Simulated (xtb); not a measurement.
A run for xtb: GFN-FF on GaH3Se2 (SMILES [SeH][GaH][SeH]), a point of a torsion scan.

```
$ xtb mol.xyz --gfnff --sp --chrg 0 --uhf 0
6

Se    -2.12439765    -0.69287412    -0.61968471
Ga    -0.24633583     0.65963491    -1.00013488
Se    -0.36110091     2.86870041    -1.77334987
H     -1.77499778    -0.84663345     0.77722608
H      1.19749605     0.08621640    -0.68988789
H      1.07569834     3.01626975    -1.76990931
```

Program output:

```
[...]
           -------------------------------------------------
          |                Calculation Setup                |
           -------------------------------------------------



          ==================== Thresholds ====================
          CN  :   150.00000
          rep :   500.00000
          disp:  2500.00000
          HB1 :   250.00000
          HB2 :   450.00000

          Pauling EN used:
          Z : 1  EN :  2.20
          Z :31  EN :  1.81
          Z :34  EN :  2.55
          electric field strengths (au): 0.000

           -------------------------------------------------
          |           Force Field Initialization            |
           -------------------------------------------------

          distances ...
          ----------------------------------------
          generating topology and atomic info file ...
          pair mat ...
          computing topology distances matrix with Floyd-Warshall algo ...
          making topology EEQ charges ...
          #fragments for EEQ constrain: 1
          ----------------------------------------
          generating topology and atomic info file ...
          pair mat ...
          computing topology distances matrix with Floyd-Warshall algo ...
          making topology EEQ charges ...
          #fragments for EEQ constrain: 1
          rings ...
          # BATM   10
          # H in HB   3

  atom   neighbors  erfCN metchar sp-hybrid imet pi  qest     coordinates
    1  Se      2    1.91   0.00         3    0    0  -0.111   -4.014530   -1.309342   -1.171034
    2  Ga      3    2.74   0.06         2    1    0   0.053   -0.465507    1.246529   -1.889981
    3  Se      2    1.91   0.00         3    0    0  -0.111   -0.682382    5.421058   -3.351146
    4  H       1    0.97   0.00         0    0    0   0.067   -3.354260   -1.599905    1.468744
    5  H       1    0.95   0.01         0    0    0   0.035    2.262940    0.162925   -1.303699
    6  H       1    0.97   0.00         0    0    0   0.067    2.032775    5.699924   -3.344644

          #atoms :   6
          #bonds :   5
          #angl  :   5
          #tors  :   4
          #nmol  :   1
          #optfrag :   1
           -------------------------------------------------
          |                   G F N - F F                   |
          |          A general generic force-field          |
          |                  Version 1.0.3                  |
           -------------------------------------------------
          Number of HB bonds (bound hydrogen)     0
          Number of HB bonds (unbound hydrogen)   0
          Number of XB bonds                      0

 E+G (total)                   0 d,  0 h,  0 min,  0.000 sec
 distance/D3 list               ...        0 min,  0.000 sec (  0.961%)
 non bonded repulsion           ...        0 min,  0.000 sec ( 17.442%)
 dCN                            ...        0 min,  0.000 sec (  3.654%)
 EEQ energy and q               ...        0 min,  0.000 sec (  9.813%)
 D3                             ...        0 min,  0.000 sec ( 18.583%)
 EEQ gradient                   ...        0 min,  0.000 sec (  6.380%)
 bonds                          ...        0 min,  0.000 sec (  8.904%)
 bend and torsion               ...        0 min,  0.000 sec ( 13.742%)
 bonded ATM                     ...        0 min,  0.000 sec (  4.968%)
 HB/XB (incl list setup)        ...        0 min,  0.000 sec (  9.906%)

         :::::::::::::::::::::::::::::::::::::::::::::::::::::
         ::                     SUMMARY                     ::
         :::::::::::::::::::::::::::::::::::::::::::::::::::::
         :: total energy              -0.384187054209 Eh    ::
Note: The following floating-point exceptions are signalling: IEEE_UNDERFLOW_FLAG IEEE_DENORMAL
normal termination of xtb
         :: gradient norm              0.017372133477 Eh/a0 ::
         ::.................................................::
         :: bond energy               -0.397039952694 Eh    ::
         :: angle energy               0.000229143345 Eh    ::
         :: torsion energy             0.000724804946 Eh    ::
         :: repulsion energy           0.021416965782 Eh    ::
         :: electrostat energy        -0.006656365316 Eh    ::
         :: dispersion energy         -0.002865880921 Eh    ::
         :: HB energy                  0.000000000000 Eh    ::
         :: XB energy                  0.000000000000 Eh    ::
         :: bonded atm energy          0.000004230649 Eh    ::
         :: external energy            0.000000000000 Eh    ::
         :: add. restraining           0.000000000000 Eh    ::
         :: total charge               0.000000000000 e     ::
         :::::::::::::::::::::::::::::::::::::::::::::::::::::

           -------------------------------------------------
          |                Property Printout                |
           -------------------------------------------------

molecular dipole:
                 x           y           z       tot (Debye)
 q only:        0.529      -0.122       0.267       1.538

           -------------------------------------------------
          | TOTAL ENERGY               -0.384187054209 Eh   |
          | GRADIENT NORM               0.017372133477 Eh/α |
           -------------------------------------------------
########################################################################
[WARNING] Runtime exception occurred
-1- gfnff_setup: Could not read topology file.
########################################################################

------------------------------------------------------------------------
------------------------------------------------------------------------
 total:
 SCF:
```

The run finished.

Cost: around 0.020 core-seconds (rough).
